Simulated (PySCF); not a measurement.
PySCF 2.14 output of an unrestricted r2SCAN calculation on a single atom or ion in x2c-TZVPPall with one added diffuse shell each of s, p, d, f type (12s8p8d5f2g, 129 functions), with scalar relativity by spin-free X2C-1e:

```
SCF conv_tol = 1e-09
number electrons alpha = 35  beta = 28
    J. W. Furness, A. D. Kaplan, J. Ning, J. P. Perdew, and J. Sun.,  J. Phys. Chem. Lett. 11, 8208-8215 (2020)
    J. W. Furness, A. D. Kaplan, J. Ning, J. P. Perdew, and J. Sun.,  J. Phys. Chem. Lett. 11, 9248-9248 (2020)
    J. W. Furness, A. D. Kaplan, J. Ning, J. P. Perdew, and J. Sun.,  J. Phys. Chem. Lett. 11, 8208-8215 (2020)
    J. W. Furness, A. D. Kaplan, J. Ning, J. P. Perdew, and J. Sun.,  J. Phys. Chem. Lett. 11, 9248-9248 (2020)
cycle= 1 E= -11707.7805499749  delta_E= -0.0227  |g|= 0.28  |ddm|= 0.516
cycle= 2 E= -11707.7705640253  delta_E= 0.00999  |g|= 0.436  |ddm|= 0.325
cycle= 3 E= -11707.7882432739  delta_E= -0.0177  |g|= 0.00644  |ddm|= 0.189
cycle= 4 E= -11707.7882507814  delta_E= -7.51e-06  |g|= 0.000845  |ddm|= 0.0126
cycle= 5 E= -11707.7884280327  delta_E= -0.000177  |g|= 0.00636  |ddm|= 0.132
cycle= 6 E= -11707.7882585523  delta_E= 0.000169  |g|= 0.00155  |ddm|= 0.148
cycle= 7 E= -11707.7882502582  delta_E= 8.29e-06  |g|= 0.000462  |ddm|= 0.0247
cycle= 8 E= -11707.7882501668  delta_E= 9.14e-08  |g|= 0.000429  |ddm|= 0.00486
cycle= 9 E= -11707.7882519702  delta_E= -1.8e-06  |g|= 0.000778  |ddm|= 0.0187
cycle= 10 E= -11707.7882494452  delta_E= 2.53e-06  |g|= 6.65e-05  |ddm|= 0.0153
cycle= 11 E= -11707.7882494483  delta_E= -3.14e-09  |g|= 5.04e-05  |ddm|= 0.000359
cycle= 12 E= -11707.7882494376  delta_E= 1.07e-08  |g|= 5.95e-06  |ddm|= 0.000913
cycle= 13 E= -11707.7882494376  delta_E= 5.64e-11  |g|= 2.85e-06  |ddm|= 6.34e-05
converged SCF energy = -11707.7882494376  <S^2> = 15.754641  2S+1 = 8.0011602
```

The run itself started from symmetry-adapted Hartree-Fock orbitals and held the occupation by maximum overlap, on a logarithmic radial grid, so the iterations belong to that start.

Q: Which element, charge and spin multiplicity is this?

A: Tb²⁺ (terbium, charge +2), multiplicity 8; the state was [Xe] 4f8 6s1, high-spin 8F determinant (an excited configuration).

Spin-orbit coupling, absent here, splits the open shell strongly.
